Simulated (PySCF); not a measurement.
H2N (SMILES [NH2-]), charge -1, singlet, at a GFN2-xTB geometry (in this run its highest filled SCF level lies above zero, so its values depend strongly on the basis, on diffuse functions most of all); B3LYP/def2-SV(P) (PySCF).

Input for PySCF:
```python
from pyscf import gto, scf, dft

mol = gto.Mole()
mol.atom = '''
    N    -0.001861    0.105267    0.105249
    H     0.817030   -0.336324   -0.386155
    H    -0.804005   -0.400542   -0.350586
'''
mol.basis = 'def2-sv(p)'
mol.charge = -1
mol.spin = 0
mol.verbose = 4
mol.build()

mf = dft.RKS(mol)
mf.xc = 'b3lyp'
mf.diis = False
mf.damp = 0.3
mf.diis_start_cycle = 200
mf.max_cycle = 150
mf.kernel()
mf.analyze()
```

What the program printed (banner, timings and long lists left out):

```
PySCF version 2.14.0

[INPUT] verbose = 4
[INPUT] num. atoms = 3
[INPUT] num. electrons = 10
[INPUT] charge = -1
[INPUT] spin (= nelec alpha-beta = 2S) = 0
[INPUT] symmetry False subgroup None
[INPUT] Mole.unit = angstrom
[INPUT] Symbol           X                Y                Z      unit          X                Y                Z       unit  Magmom
[...]
nuclear repulsion = 7.36724973606701
number of shells = 10
number of NR pGTOs = 32
number of NR cGTOs = 18
basis = def2-sv(p)
ecp = {}

******** <class 'pyscf.dft.rks.RKS'> ********
method = RKS
initial guess = minao
damping factor = 0.3
level_shift factor = 0
DIIS disabled
SCF conv_tol = 1e-09
SCF conv_tol_grad = None
SCF max_cycles = 150
direct_scf = True
direct_scf_tol = 1e-13
XC library pyscf.dft.libxc version 7.1.2
    S. Lehtola, C. Steigemann, M. J. T. Oliveira, and M. A. L. Marques,  SoftwareX 7, 1–5 (2018)
XC functionals = b3lyp
    P. J. Stephens, F. J. Devlin, C. F. Chabalowski, and M. J. Frisch,  J. Phys. Chem. 98, 11623 (1994)
radial grids:
    Treutler-Ahlrichs [JCP 102, 346 (1995); DOI:10.1063/1.469408] (M4) radial grids

becke partition: Becke, JCP 88, 2547 (1988); DOI:10.1063/1.454033
pruning grids: <function nwchem_prune>
grids dens level: 3
symmetrized grids: False
atomic radii adjust function: <function treutler_atomic_radii_adjust>
small_rho_cutoff = 0
Set gradient conv threshold to 3.16228e-05
Initial guess from minao.
tot grids = 33520
init E= -55.6604431671387
[...]
cycle= 1 E= -55.6522855771655  delta_E= 0.00816  |g|= 0.746  |ddm|= 1.44
[...]
cycle= 2 E= -55.711245084125  delta_E= -0.059  |g|= 0.58  |ddm|= 1.78
[...]
cycle= 3 E= -55.7411156714299  delta_E= -0.0299  |g|= 0.458  |ddm|= 1.32
[...]
cycle= 4 E= -55.7580318207757  delta_E= -0.0169  |g|= 0.363  |ddm|= 1.09
[...]
cycle= 5 E= -55.7690923585843  delta_E= -0.0111  |g|= 0.296  |ddm|= 0.895
[...]
cycle= 6 E= -55.7760450741697  delta_E= -0.00695  |g|= 0.236  |ddm|=  0.7
[...]
cycle= 7 E= -55.7806401845621  delta_E= -0.0046  |g|= 0.192  |ddm|= 0.579
[...]
cycle= 8 E= -55.7835743442118  delta_E= -0.00293  |g|= 0.154  |ddm|= 0.454
[...]
cycle= 9 E= -55.7855052490442  delta_E= -0.00193  |g|= 0.125  |ddm|= 0.374
[...]
cycle= 10 E= -55.7867468415849  delta_E= -0.00124  |g|=  0.1  |ddm|= 0.296
[...]
cycle= 11 E= -55.7875608071661  delta_E= -0.000814  |g|= 0.0811  |ddm|= 0.242
[...]
cycle= 12 E= -55.7880863734884  delta_E= -0.000526  |g|= 0.0651  |ddm|= 0.193
[...]
cycle= 13 E= -55.7884300033703  delta_E= -0.000344  |g|= 0.0527  |ddm|= 0.157
[...]
cycle= 14 E= -55.7886524559253  delta_E= -0.000222  |g|= 0.0424  |ddm|= 0.126
[...]
cycle= 15 E= -55.7887976378235  delta_E= -0.000145  |g|= 0.0342  |ddm|= 0.102
[...]
cycle= 16 E= -55.7888917773281  delta_E= -9.41e-05  |g|= 0.0276  |ddm|= 0.0818
[...]
cycle= 17 E= -55.7889531424642  delta_E= -6.14e-05  |g|= 0.0223  |ddm|= 0.0662
[...]
cycle= 18 E= -55.7889929749194  delta_E= -3.98e-05  |g|= 0.0179  |ddm|= 0.0532
[...]
cycle= 19 E= -55.7890189191072  delta_E= -2.59e-05  |g|= 0.0145  |ddm|= 0.043
[...]
cycle= 20 E= -55.7890357710016  delta_E= -1.69e-05  |g|= 0.0117  |ddm|= 0.0346
[...]
cycle= 21 E= -55.7890467414413  delta_E= -1.1e-05  |g|= 0.00941  |ddm|= 0.028
[...]
cycle= 22 E= -55.7890538703335  delta_E= -7.13e-06  |g|= 0.00759  |ddm|= 0.0225
[...]
cycle= 23 E= -55.7890585095899  delta_E= -4.64e-06  |g|= 0.00612  |ddm|= 0.0182
[...]
cycle= 24 E= -55.7890615251566  delta_E= -3.02e-06  |g|= 0.00493  |ddm|= 0.0147
[...]
cycle= 25 E= -55.7890634871521  delta_E= -1.96e-06  |g|= 0.00398  |ddm|= 0.0118
[...]
cycle= 26 E= -55.7890647627039  delta_E= -1.28e-06  |g|= 0.00321  |ddm|= 0.00953
[...]
cycle= 27 E= -55.7890655924852  delta_E= -8.3e-07  |g|= 0.00259  |ddm|= 0.00769
[...]
cycle= 28 E= -55.7890661320148  delta_E= -5.4e-07  |g|= 0.00209  |ddm|= 0.0062
[...]
cycle= 29 E= -55.7890664829603  delta_E= -3.51e-07  |g|= 0.00168  |ddm|= 0.005
[...]
cycle= 30 E= -55.7890667111652  delta_E= -2.28e-07  |g|= 0.00136  |ddm|= 0.00403
[...]
cycle= 31 E= -55.7890668595953  delta_E= -1.48e-07  |g|= 0.00109  |ddm|= 0.00325
[...]
cycle= 32 E= -55.7890669561179  delta_E= -9.65e-08  |g|= 0.000883  |ddm|= 0.00262
[...]
cycle= 33 E= -55.7890670188961  delta_E= -6.28e-08  |g|= 0.000712  |ddm|= 0.00211
[...]
cycle= 34 E= -55.7890670597214  delta_E= -4.08e-08  |g|= 0.000574  |ddm|= 0.00171
[...]
cycle= 35 E= -55.7890670862735  delta_E= -2.66e-08  |g|= 0.000463  |ddm|= 0.00138
[...]
cycle= 36 E= -55.789067103541  delta_E= -1.73e-08  |g|= 0.000373  |ddm|= 0.00111
[...]
cycle= 37 E= -55.7890671147713  delta_E= -1.12e-08  |g|= 0.000301  |ddm|= 0.000894
[...]
cycle= 38 E= -55.7890671220747  delta_E= -7.3e-09  |g|= 0.000243  |ddm|= 0.000721
[...]
cycle= 39 E= -55.7890671268246  delta_E= -4.75e-09  |g|= 0.000196  |ddm|= 0.000582
[...]
cycle= 40 E= -55.7890671299135  delta_E= -3.09e-09  |g|= 0.000158  |ddm|= 0.000469
[...]
cycle= 41 E= -55.7890671319226  delta_E= -2.01e-09  |g|= 0.000127  |ddm|= 0.000378
[...]
cycle= 42 E= -55.7890671332291  delta_E= -1.31e-09  |g|= 0.000103  |ddm|= 0.000305
[...]
cycle= 43 E= -55.7890671340787  delta_E= -8.5e-10  |g|= 8.28e-05  |ddm|= 0.000246
[...]
cycle= 44 E= -55.7890671346314  delta_E= -5.53e-10  |g|= 6.68e-05  |ddm|= 0.000198
[...]
cycle= 45 E= -55.7890671349908  delta_E= -3.59e-10  |g|= 5.39e-05  |ddm|= 0.00016
[...]
cycle= 46 E= -55.7890671352246  delta_E= -2.34e-10  |g|= 4.34e-05  |ddm|= 0.000129
[...]
cycle= 47 E= -55.7890671353764  delta_E= -1.52e-10  |g|= 3.5e-05  |ddm|= 0.000104
[...]
cycle= 48 E= -55.7890671354755  delta_E= -9.9e-11  |g|= 2.82e-05  |ddm|= 8.39e-05
[...]
Extra cycle  E= -55.7890671351998  delta_E= 2.76e-10  |g|= 4.47e-05  |ddm|= 9.67e-05
converged SCF energy = -55.7890671351998
**** SCF Summaries ****
Total Energy =                         -55.789067135199787
Nuclear Repulsion Energy =               7.367249736067006
One-electron Energy =                  -93.441620751951206
Two-electron Energy =                   30.285303880684417
Two-electron Coulomb Energy =           38.170169320191995
DFT Exchange-Correlation Energy =       -7.884865439507580
HOMO-LUMO gap [eV] =                     4.622579015184792
**** MO energy ****
[...]
 ** Mulliken pop on meta-lowdin orthogonal AOs  **
 ** Mulliken pop  **
[...]
 ** Mulliken atomic charges  **
charge of    0N =     -1.03990
charge of    1H =      0.01995
charge of    2H =      0.01995

WARN: System has nonzero charge -1; the dipole moment is origin-dependent.
Location of origin: [0. 0. 0.]

Dipole moment(X, Y, Z, Debye):  0.01790, -1.01250, -1.01233
```
